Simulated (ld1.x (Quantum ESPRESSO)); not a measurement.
**Mn: RRKJ pseudisation with PBE, scalar-relativistic reference atom.**

```json
{
  "Element": "Mn",
  "Generator": "ld1.x (Quantum ESPRESSO) 7.5",
  "Type": "norm-conserving RRKJ (Kleinman–Bylander form)",
  "Functional": "PBE",
  "Relativity": "scalar-relativistic",
  "Frozen core": "[Ar]",
  "Valence charge": "7",
  "Reference configuration": "3d5 4s2 4p0",
  "Partial waves": "4s (bound): rc 1.75 bohr; 4p (bound, empty): rc 2.25 bohr; 3d (bound): rc 1.95 bohr",
  "Local potential": "the d channel",
  "Core correction": "none"
}
```

Does this generation succeed?

No. ld1.x (Quantum ESPRESSO) 7.5 stopped with "compute_chi: n is too large": the Bessel-function wave could not be built (negative determinant in compute_phi), and the routine for χ then failed on it.
